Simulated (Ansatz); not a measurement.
```yaml
crystal:
  periodic: [false, false, false]
  atoms:
    - {symbol: Br, position_ang: [0.418620, 1.001207, 0.358165]}
    - {symbol: Sn, position_ang: [0.368620, 0.951207, 0.308165]}
    - {symbol: Br, position_ang: [1.358938, -1.345764, 0.602381]}
basis:
  gaussian: {orbitals: x2c-TZVPPall}
hamiltonian: {xc: {name: BHLYP}, dispersion: d3bj}
accuracy: high
scf: {lower_state_search: off}
```

```sh
$ ansatz run in.yaml --threads 4 --pin off --events-out ev --progress --plain --max-ram 10444MiB
```

It prints (some lines left out):

```
Functional definition: BHLYP
  name "BHLYP"
  cite "Becke, J. Chem. Phys. 98, 1372 (1993) doi:10.1063/1.464304"
  cite "Becke, Phys. Rev. A 38, 3098 (1988) doi:10.1103/PhysRevA.38.3098"
  cite "Lee, Yang & Parr, Phys. Rev. B 37, 785 (1988) doi:10.1103/PhysRevB.37.785"
  parameter a = 0.5
  exchange = (1 - a)*b88_x + a*exact_x
  correlation = lyp_c
these checks for a lower state are left out or cut short: stability, starts, cluster_reference, orbital_swaps, neighbouring_geometries, increment
2049 factors; integrals over basis functions are off by at most 4.5e-9 eV
mean field evaluation 1: about -171161.5547 eV, gradient 1.9e2 eV
mean field evaluation 2: about -171165.8889 eV, gradient 5.8e1 eV
mean field evaluation 4: about -171169.9679 eV, gradient 7.1e0 eV
mean field evaluation 8: about -171180.0876 eV, gradient 4.5e0 eV
mean field evaluation 16: about -171180.1006 eV, gradient 9.8e-4 eV
mean field -171180.10065339 eV, -6290.7526689726 hartree, gradient 8.7e-8 eV, S^2 0.000000; 0 other end points of the search recorded, 0 dependent functions left out
reference -171180.10067106 eV, -6290.7526696218 hartree; 60, 60 occupied and 96, 96 virtual orbitals, 2049 factors
Total energy: -171180.37776653 eV, -6290.7628526924 hartree
Relativity: scalar
Checks for a lower state left out: stability, starts, cluster_reference, orbital_swaps, neighbouring_geometries, increment
```

In this input one atom was put on top of another. The calculation finished and met its thresholds. The result belongs to that input, not to the molecule as meant.
